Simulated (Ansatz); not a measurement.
Cartesian coordinates in Å:
```
Ga 0.824 -0.247 0.564
As -0.765 -0.160 -1.250
H 2.055 0.728 0.557
H 0.670 -1.351 1.669
H -0.830 1.358 -1.222
H -1.953 -0.329 -0.317
```

Total charge 0; spin multiplicity 1.

List the PBE/def2-TZVPP orbital energies in eV (the Gaussian-basis code of Ansatz). (Best estimate.)

The calculation gave: Occupied: -11540.68, -10093.81, -1447.38, -1294.50, -1294.49, -1294.47, -1233.75, -1093.47, -1093.36, -1093.35, -182.92, -143.48, -131.32, -131.28, -131.22, -98.13, -97.82, -97.77, -40.80, -40.79, -40.74, -40.71, -40.68, -20.13, -20.01, -19.97, -19.86, -19.84, -15.48, -10.87, -9.14, -7.58, -7.36, -6.15. Lowest empty: -2.55, -0.51, -0.38, -0.03, 1.11, 1.73, 3.47, 3.81.
